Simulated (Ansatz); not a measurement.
Input for Ansatz (a first-principles code): R-B3LYP-D3(BJ)/def2-TZVP on CAu4 (SMILES [Au][C]([Au])([Au])[Au]). Elements past Kr take the def2 small-core potentials; no spin–orbit coupling.

Ansatz 0.2 input:
```yaml
crystal:
  periodic: [false, false, false]
  atoms:
    - {symbol: C, position_ang: [0.00000000, 0.00000000, 0.00000000]}
    - {symbol: Au, position_ang: [2.05000000, 0.00000000, 0.00000000]}
    - {symbol: Au, position_ang: [-2.05000000, 0.00000000, 0.00000000]}
    - {symbol: Au, position_ang: [0.00000000, 2.05000000, 0.00000000]}
    - {symbol: Au, position_ang: [0.00000000, -2.05000000, 0.00000000]}
basis:
  gaussian:
    orbitals: def2-TZVP
hamiltonian:
  xc: b3lyp
  dispersion: d3bj
relax: {f_tol: 0.001, max_steps: 120}
accuracy: high
scf: {lower_state_search: off}
```

Program output:

```
WARN ansatz: RAYON_NUM_THREADS=4 ignored (pool sized by the plan → 4); use --threads N
Functional definition: B3LYP
these checks for a lower state are left out or cut short: stability, starts, cluster_reference, orbital_swaps, neighbouring_geometries, increment
integrals: 0.73 GiB planned
4053 factors; integrals over basis functions are off by at most 1.9e-9 eV
mean field: 2.16 GiB planned
mean field evaluation 1: about -15801.7673 eV, gradient 7.8e1 eV
mean field evaluation 2: about -15693.1728 eV, gradient 2.3e2 eV
mean field evaluation 4: about -15813.4123 eV, gradient 1.2e1 eV
mean field evaluation 8: about -15813.9943 eV, gradient 7.1e-1 eV
mean field evaluation 16: about -15813.9967 eV, gradient 2.2e-4 eV
mean field evaluation 32: about -15813.9967 eV, gradient 1.4e-6 eV
mean field -15814.36300860 eV, -581.1671212059 hartree, gradient 1.0e-8 eV, S^2 0.000000; 0 other end points of the search recorded, 0 dependent functions left out
the calculation of the forces begins
reference -15814.36304051 eV, -581.1671223784 hartree; 41, 41 occupied and 150, 150 virtual orbitals, 4053 factors
relax step   1: F+E_penalty+E_count = -15815.00759906 eV  Δ(F+E_penalty+E_count) = +0.000e0 eV  max|allowed force component| = 5.275e-1 eV/Å  Δτ_max = 0.0000 Å  (117 SCF iters, accepted)
these checks for a lower state are left out or cut short: stability, starts, cluster_reference, orbital_swaps, neighbouring_geometries, increment
integrals: 0.73 GiB planned
4053 factors; integrals over basis functions are off by at most 1.9e-9 eV
mean field: 2.15 GiB planned
mean field evaluation 64: about -15814.4046 eV, gradient 7.3e-8 eV
mean field -15814.40462742 eV, -581.1686506692 hartree, gradient 7.2e-8 eV, S^2 0.000000; 0 other end points of the search recorded, 0 dependent functions left out
the calculation of the forces begins
reference -15814.40465953 eV, -581.1686518493 hartree; 41, 41 occupied and 150, 150 virtual orbitals, 4053 factors
relax step   2: F+E_penalty+E_count = -15815.04304361 eV  Δ(F+E_penalty+E_count) = -3.544e-2 eV  max|allowed force component| = 9.528e-2 eV/Å  Δτ_max = 0.0290 Å  (35 SCF iters, accepted)
these checks for a lower state are left out or cut short: stability, starts, cluster_reference, orbital_swaps, neighbouring_geometries, increment
integrals: 0.73 GiB planned
4053 factors; integrals over basis functions are off by at most 1.9e-9 eV
mean field: 2.15 GiB planned
mean field -15814.40742902 eV, -581.1687536263 hartree, gradient 7.1e-8 eV, S^2 0.000000; 0 other end points of the search recorded, 0 dependent functions left out
the calculation of the forces begins
reference -15814.40746118 eV, -581.1687548081 hartree; 41, 41 occupied and 150, 150 virtual orbitals, 4053 factors
relax step   3: F+E_penalty+E_count = -15815.04438900 eV  Δ(F+E_penalty+E_count) = -1.345e-3 eV  max|allowed force component| = 3.633e-3 eV/Å  Δτ_max = 0.0068 Å  (36 SCF iters, accepted)
these checks for a lower state are left out or cut short: stability, starts, cluster_reference, orbital_swaps, neighbouring_geometries, increment
integrals: 0.73 GiB planned
4053 factors; integrals over basis functions are off by at most 1.9e-9 eV
mean field: 2.15 GiB planned
mean field -15814.40748962 eV, -581.1687558532 hartree, gradient 2.8e-8 eV, S^2 0.000000; 0 other end points of the search recorded, 0 dependent functions left out
the calculation of the forces begins
reference -15814.40752178 eV, -581.1687570351 hartree; 41, 41 occupied and 150, 150 virtual orbitals, 4053 factors
relax step   4: F+E_penalty+E_count = -15815.04439102 eV  Δ(F+E_penalty+E_count) = -2.014e-6 eV  max|allowed force component| = 2.002e-5 eV/Å  Δτ_max = 0.0003 Å  (21 SCF iters, accepted)
Total energy: -15815.04442318 eV, -581.1921627296 hartree
Atom 0 at     0.000000     0.000000     0.000000 Å, force    -0.000000     0.000000     0.000000 eV/Å
Atom 1 at     2.086143    -0.000000     0.000000 Å, force     0.000020    -0.000000     0.000000 eV/Å
Atom 2 at    -2.086143     0.000000     0.000000 Å, force    -0.000020    -0.000000     0.000000 eV/Å
Atom 3 at    -0.000000     2.086143    -0.000000 Å, force     0.000000     0.000020    -0.000000 eV/Å
Atom 4 at    -0.000000    -2.086143    -0.000000 Å, force    -0.000000    -0.000020    -0.000000 eV/Å
Dipole moment:     0.000000    -0.000000    -0.000000 e Å
Checks for a lower state left out: stability, starts, cluster_reference, orbital_swaps, neighbouring_geometries, increment
```

The calculation finished and met its thresholds.

Cost: around 2.7 core-minutes (rough).
